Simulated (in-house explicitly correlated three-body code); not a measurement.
Computed with an exponentially correlated three-body code. Model: two electrons around a point charge, non-relativistic, variational in 260 exponentially correlated functions (energies converged to about 1e-7 hartree, or 1e-8 relative for large Z).

Command:
```bash
python run_hyl.py task.json out
```
Settings (lengths in bohr, energies in hartree):
```
Z                      18
screening              1.35
interaction_strength   1
functions              260
states_tried           13
```

Cost of the run: 72 s on 1 thread of Arm Neoverse V2 (shared host).

**Those bound S and P states to n = 4 that converged, binding against the one-electron ion.**

Given: nuclear charge 18; Yukawa screening of all interactions 1.35 1/bohr.

Computed: one-electron threshold -139.004716 hartree.

```json
{"term": "1 1S", "energy (hartree)": "-268.212903", "binding (eV)": "3515.9"}
{"term": "2 3S", "energy (hartree)": "-157.798496", "binding (eV)": "511.4"}
{"term": "2 1S", "energy (hartree)": "?", "binding (eV)": "?"}
{"term": "2 3P", "energy (hartree)": "-156.530387", "binding (eV)": "476.9"}
{"term": "2 1P", "energy (hartree)": "-156.065985", "binding (eV)": "464.26"}
{"term": "3 3S", "energy (hartree)": "?", "binding (eV)": "?"}
{"term": "3 1S", "energy (hartree)": "-141.354294", "binding (eV)": "63.935"}
{"term": "3 3P", "energy (hartree)": "-140.942317", "binding (eV)": "52.725"}
{"term": "3 1P", "energy (hartree)": "-140.864794", "binding (eV)": "50.615"}
```

Q: What belongs in the row 2 1S?

A: energy (hartree): -157.147876; binding (eV): 493.7.

Q: What belongs in the row 3 3S?

A: energy (hartree): -141.465596; binding (eV): 66.964.

**Converged states only, values per electron or pair (inverse distances are <exp(-kr)/r>).**

```
term  mean r (bohr)  mean r squared (bohr²)  mean inverse r (1/bohr)  mean r12 (bohr)  mean inverse r12 (1/bohr)  mean cosine  mean p1 dot p2 (bohr⁻²)  delta r1 (bohr⁻³)  delta r12 (bohr⁻³)
1 1S       0.085557                0.009799                   16.342          0.12546                     9.6413   -0.0073427                   2.2474             1774.5              205.57
2 3S              ?                       ?                        ?                ?                          ?            ?                        ?                  ?                   -
2 1S        0.22652                0.084662                   9.8044          0.37863                     2.6734   -0.0037151                  0.18064             1011.7              34.263
2 3P        0.19648                0.062642                   9.8016          0.32847                     2.6432    -0.068276                   -20.35             917.46                   -
2 1P        0.19928                0.064727                   9.7831          0.32143                     3.0308     0.057532                    19.88             921.93              10.018
3 3S        0.53629                 0.56576                   8.6682          0.99344                    0.52007  -0.00048778                 0.027845              938.5                   -
3 1S              ?                       ?                        ?                ?                          ?            ?                        ?                  ?                   ?
3 3P        0.52465                 0.54908                   8.6487          0.97088                    0.59102    -0.010132                  -2.9773             920.44                   -
3 1P        0.53196                 0.56578                   8.6429          0.98374                    0.65172    0.0084766                   2.9815             921.08              1.8854
```

Q: What belongs in the row 2 3S?

A: mean r (bohr): 0.22299; mean r squared (bohr²): 0.081571; mean inverse r (1/bohr): 9.8279; mean r12 (bohr): 0.3758; mean inverse r12 (1/bohr): 2.0878; mean cosine: -0.0022983; mean p1 dot p2 (bohr⁻²): 0.14882; delta r1 (bohr⁻³): 1014.9.

Q: What belongs in the row 3 1S?

A: mean r (bohr): 0.54508; mean r squared (bohr²): 0.58613; mean inverse r (1/bohr): 8.661; mean r12 (bohr): 1.0103; mean inverse r12 (1/bohr): 0.6152; mean cosine: -0.00074167; mean p1 dot p2 (bohr⁻²): 0.035398; delta r1 (bohr⁻³): 937.87; delta r12 (bohr⁻³): 6.2886.

**Electric-dipole lines between converged S and P states, rate of the upper state's decay.**

| s state | p state | p minus s (eV) | oscillator strength from s | rate (1/s) |
| --- | --- | --- | --- | --- |
| 1 1S | 2 1P | 3051.7 | 0.70519 | 9.4989e+13 |
| 1 1S | 3 1P | 3465.3 | 0.09169 | 1.5926e+13 |
| 2 1S | 2 1P | 29.44 | 0.077123 | 9.6681e+08 |
| 2 1S | 3 1P | 443.09 | 0.25014 | 7.1029e+11 |
| 3 1S | 2 1P | -400.33 | -0.04131 | 2.8727e+11 |
| 3 1S | 3 1P | ? | ? | ? |
| 2 3S | 2 3P | 34.507 | 0.0874 | 1.5053e+09 |
| 2 3S | 3 3P | 458.68 | 0.24407 | 7.4272e+11 |
| 3 3S | 2 3P | ? | ? | ? |
| 3 3S | 3 3P | 14.239 | 0.32902 | 9.649e+08 |

Q: What belongs in the row 3 1S 3 1P?

A: p minus s (eV): 13.32; oscillator strength from s: 0.31782; rate (1/s): 8.1559e+08.

Q: What belongs in the row 3 3S 2 3P?

A: p minus s (eV): -409.93; oscillator strength from s: -0.042348; rate (1/s): 3.0879e+11.

**Static dipole response.**

```json
{"state": "1 1S", "polarisability (bohr³)": "9.5475e-05"}
{"state": "2 1S", "polarisability (bohr³)": "0.067603"}
{"state": "2 3S", "polarisability (bohr³)": "0.055925"}
```
